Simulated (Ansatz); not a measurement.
Start from `[AlH2][SiH2][SiH2][SiH3]` and change one atom or group to get `[F][AlH][SiH2][SiH2][AlH2]`.

Ansatz, PBE0-D4/def2-TZVP geometries, multiplicity 1. Each molecule was computed in one conformer, which needn't be the lowest. `[AlH2][SiH2][SiH2][SiH3]` holds a close contact that its SMILES doesn't draw: H···Al 2.01 Å. `[F][AlH][SiH2][SiH2][AlH2]` holds a close contact that its SMILES doesn't draw: Al···F 1.96 Å.

| property | `[AlH2][SiH2][SiH2][SiH3]` |
| --- | --- |
| LUMO energy (PBE/def2-TZVPP) / eV | -2.16 |
| HOMO energy (B3LYP/def2-TZVPP) / eV | -7.01 |
| HOMO–LUMO gap (PBE0/def2-TZVPP) / eV | 5.83 |
| LUMO energy (ωB97M-V/def2-TZVPP) / eV | 0.30 |
| LUMO energy (B3LYP/def2-TZVPP) / eV | -1.51 |
| size of the dipole moment (B3LYP/def2-TZVPP) / D | 1.53 |

**Question.** What does the change do to each property? (Estimate.)

**Answer.** The calculation gave: 
```csv
property,`[F][AlH][SiH2][SiH2][AlH2]`,shift
LUMO energy (PBE/def2-TZVPP) / eV,-3.12,-0.96
HOMO energy (B3LYP/def2-TZVPP) / eV,-6.75,0.26
HOMO–LUMO gap (PBE0/def2-TZVPP) / eV,4.57,-1.26
LUMO energy (ωB97M-V/def2-TZVPP) / eV,-0.71,-1.01
LUMO energy (B3LYP/def2-TZVPP) / eV,-2.56,-1.05
size of the dipole moment (B3LYP/def2-TZVPP) / D,3.29,1.76
```

With PBE0 the HOMO rises by 0.26 eV and the LUMO falls by 1.00 eV, so the gap narrows by about 1.26 eV. PBE moves the HOMO by 0.25 eV and ωB97M-V by 0.26 eV. The zero-point energy changes by -38.6 kJ/mol with -3 modes. Dipoles are sizes alone; their direction can turn.

B3LYP here is the variant with VWN-RPA as its local correlation; programs differ in this.
